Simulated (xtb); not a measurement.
C5H7 (SMILES [CH]1CC12CC2), doublet, from a rough starting geometry; GFN2-xTB run with xtb.

The xtb input:
```
$ xtb mol.xyz --gfn 2 --uhf 1 --opt vtight --json

# file mol.xyz
12

C     -0.13187557     0.12876269     0.14713521
C     -0.06064215     0.87179660     1.37621920
C     -0.06593259    -0.65365991     1.39353979
C      0.65452185     0.09976174    -1.15509515
C     -0.79735465     0.07968756    -1.12890207
H      0.89563796     1.37489603     1.73212013
H     -1.05548409    -1.12347776     1.68756715
H      0.79621667    -1.14553360     1.68043944
H      1.18068919    -0.81369076    -1.46493253
H      1.20198415     1.06046952    -1.40801049
H     -1.33991929    -0.76140867    -1.44710449
H     -1.28265177     1.02160683    -1.47455737
```

It wrote (shortened):

```
   ID    Z sym.   atoms
    1    6 C      1-5
    2    1 H      6-12

           -------------------------------------------------
          |                Calculation Setup                |
           -------------------------------------------------

           -------------------------------------------------
          |                 G F N 2 - x T B                 |
           -------------------------------------------------

          ...................................................
          :                      SETUP                      :
          :.................................................:
          :  # basis functions                  27          :
          :  # atomic orbitals                  27          :
          :  # shells                           17          :
          :  # electrons                        27          :
          :  max. iterations                   250          :
          :  Hamiltonian                  GFN2-xTB          :
          :  restarted?                      false          :
          :  GBSA solvation                  false          :
          :  PC potential                    false          :
          :  electronic temp.          300.0000000     K    :
          :  accuracy                    1.0000000          :
          :  -> integral cutoff          0.2500000E+02      :
          :  -> integral neglect         0.1000000E-07      :
          :  -> SCF convergence          0.1000000E-05 Eh   :
          :  -> wf. convergence          0.1000000E-03 e    :
          :  Broyden damping             0.4000000          :
          :  net charge                          0          :
          :  unpaired electrons                  1          :
          ...................................................

 iter      E             dE          RMSdq      gap      omega  full diag
   1    -14.3143293 -0.143143E+02  0.290E+00    7.56       0.0  T
   2    -14.3325711 -0.182419E-01  0.183E+00    7.41       1.0  T
   3    -14.3320297  0.541431E-03  0.737E-01    7.70       1.0  T
   4    -14.3337146 -0.168492E-02  0.329E-01    7.48       1.0  T
   5    -14.3344826 -0.767989E-03  0.596E-02    7.58       1.0  T
   6    -14.3344879 -0.524190E-05  0.345E-02    7.57       1.0  T
   7    -14.3344889 -0.101949E-05  0.384E-03    7.58       7.5  T
   8    -14.3344890 -0.737376E-07  0.163E-03    7.57      17.7  T
   9    -14.3344890 -0.102411E-08  0.449E-04    7.57      64.3  T
  10    -14.3344890 -0.482888E-09  0.106E-04    7.57     273.6  T

   *** convergence criteria satisfied after 10 iterations ***

         :::::::::::::::::::::::::::::::::::::::::::::::::::::
         ::                     SUMMARY                     ::
         :::::::::::::::::::::::::::::::::::::::::::::::::::::
         :: total energy             -14.101963237192 Eh    ::
         :: gradient norm              0.133175243286 Eh/a0 ::
         :: HOMO-LUMO gap              7.574956536088 eV    ::
         ::.................................................::
         :: SCC energy               -14.334482999888 Eh    ::
         :: -> isotropic ES            0.002083205535 Eh    ::
         :: -> anisotropic ES          0.003252755525 Eh    ::
         :: -> anisotropic XC          0.010228948151 Eh    ::
         :: -> dispersion             -0.005972048391 Eh    ::
         :: repulsion energy           0.232519762696 Eh    ::
         :: add. restraining           0.000000000000 Eh    ::
         :: total charge               0.000000000000 e     ::
         :::::::::::::::::::::::::::::::::::::::::::::::::::::

      -----------------------------------------------------------
     |                   =====================                   |
     |                        A N C O P T                        |
     |                   =====================                   |
     |               Approximate Normal Coordinate               |
[...]
 * total energy  :   -14.1019632 Eh     change       -0.2956924E-10 Eh
 * total energy  :   -14.1159280 Eh     change       -0.1396478E-01 Eh
 * total energy  :   -14.1189640 Eh     change       -0.3035935E-02 Eh
 * total energy  :   -14.1195357 Eh     change       -0.5717574E-03 Eh
 * total energy  :   -14.1198158 Eh     change       -0.2800711E-03 Eh
 * total energy  :   -14.1199094 Eh     change       -0.9359163E-04 Eh
 * total energy  :   -14.1199461 Eh     change       -0.3668704E-04 Eh
 * total energy  :   -14.1199544 Eh     change       -0.8368655E-05 Eh
 * total energy  :   -14.1199578 Eh     change       -0.3404133E-05 Eh
 * total energy  :   -14.1199587 Eh     change       -0.8763671E-06 Eh
 * total energy  :   -14.1199589 Eh     change       -0.1680583E-06 Eh
 * total energy  :   -14.1199590 Eh     change       -0.8304543E-07 Eh
   *** GEOMETRY OPTIMIZATION CONVERGED AFTER 12 ITERATIONS ***
         :: total energy             -14.119958962697 Eh    ::
[...]
        18                          0.1018683               2.7720
        19                          0.1297149               3.5297
        20                          0.1837361               4.9997
        21                          0.2116758               5.7600
        22                          0.2306219               6.2755
        23                          0.2713178               7.3829
        24                          0.3129415               8.5156
        25                          0.3450838               9.3902
       ...                                ...                  ...
        27                          0.5560229              15.1302
      -------------------------------------------------------------
                  HL-Gap            0.2681328 Eh            7.2963 eV
             Fermi-level           -0.2684911 Eh           -7.3060 eV

     #   Z          covCN         q      C6AA      α(0)
     1   6 C        3.911     0.032    19.972     6.352
     2   6 C        2.885    -0.088    30.203     9.010
     3   6 C        3.805    -0.063    21.715     6.634
     4   6 C        3.805    -0.067    21.775     6.643
     5   6 C        3.805    -0.064    21.720     6.635
     6   1 H        0.927     0.036     2.502     2.473
     7   1 H        0.925     0.038     2.474     2.460
     8   1 H        0.925     0.024     2.671     2.556
     9   1 H        0.926     0.037     2.485     2.465
    10   1 H        0.926     0.036     2.499     2.472
    11   1 H        0.926     0.038     2.478     2.462
    12   1 H        0.926     0.040     2.451     2.448

 Mol. C6AA /au·bohr⁶  :       1223.724045
 Mol. C8AA /au·bohr⁸  :      27922.850415
 Mol. α(0) /au        :         52.609022

Wiberg/Mayer (AO) data.
largest (>0.10) Wiberg bond orders for each atom

 ---------------------------------------------------------------------------
     #   Z sym  total        # sym  WBO       # sym  WBO       # sym  WBO
 ---------------------------------------------------------------------------
     1   6 C    3.928 --     2 C    1.133     3 C    0.938     5 C    0.927
                             4 C    0.914
     2   6 C    3.298 --     1 C    1.133     3 C    1.021     6 H    0.971
     3   6 C    3.938 --     2 C    1.021     7 H    0.962     8 H    0.961
                             1 C    0.938
     4   6 C    3.939 --     5 C    0.978    10 H    0.978     9 H    0.974
                             1 C    0.914
     5   6 C    3.941 --     4 C    0.978    11 H    0.977    12 H    0.975
                             1 C    0.927
     6   1 H    0.999 --     2 C    0.971
     7   1 H    0.998 --     3 C    0.962
     8   1 H    0.999 --     3 C    0.961
     9   1 H    0.999 --     4 C    0.974
    10   1 H    0.999 --     4 C    0.978
    11   1 H    0.999 --     5 C    0.977
    12   1 H    0.998 --     5 C    0.975
 ---------------------------------------------------------------------------

Topologies differ in total number of bonds
Writing topology from bond orders to xtbtopo.mol

molecular dipole:
                 x           y           z       tot (Debye)
 q only:       -0.006      -0.077      -0.193
   full:        0.143      -0.161      -0.238       0.816
molecular quadrupole (traceless):
                xx          xy          yy          xz          yz          zz
 q only:        0.222       0.245       0.048       0.148      -0.392      -0.269
  q+dip:        0.281       1.021       1.153       0.981      -0.417      -1.434
   full:        0.614       0.728       0.718       0.804      -0.634      -1.332

optimized geometry written to: xtbopt.xyz

           -------------------------------------------------
          | TOTAL ENERGY              -14.119958962697 Eh   |
          | GRADIENT NORM               0.000129096546 Eh/α |
          | HOMO-LUMO GAP               7.296263960171 eV   |
           -------------------------------------------------

normal termination of xtb
```
